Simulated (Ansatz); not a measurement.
Basis-set series for `[NH]=[Ta]([NH2])([F])[F]`. The species carries charge 0 and has multiplicity 1. Ta takes the def2 core potential. All single points use the PBE0-D4/def2-TZVP geometry. It is one conformer, not always the lowest.

```tsv
atom	x (Å)	y (Å)	z (Å)
N1	1.600	0.436	0.364
Ta2	0.138	-0.544	0.334
N3	-1.127	0.547	-0.701
F4	0.437	-2.202	-0.524
F5	-0.523	-0.847	2.078
H6	2.488	0.899	0.451
H7	-0.938	1.451	-1.102
H8	-2.075	0.259	-0.901
```

| functional | basis | functions | energy (Eh) | HOMO (eV) | LUMO (eV) |
| --- | --- | --- | --- | --- | --- |
| PBE0-D4 | def2-SVP | 103 | -367.66032 | -7.92 | -0.61 |
| PBE0-D4 | def2-QZVPP | 399 | -368.07839 | -8.02 | -0.73 |
| ωB97M-V | def2-SVP | 103 | -367.80046 | -10.26 | 1.17 |
| ωB97M-V | def2-QZVPP | 399 | -368.22818 | -10.37 | 0.52 |

(1) Give the rows for def2-TZVPP. (Best estimate.)

## Answers

(1) Ansatz gave: 
```
functional       basis  functions  energy (Eh)  HOMO (eV)  LUMO (eV)
   PBE0-D4  def2-TZVPP        222   -368.06043      -7.98      -0.65
   ωB97M-V  def2-TZVPP        222   -368.21138     -10.32       0.99
```

Positive LUMOs are unbound and depend on the basis.
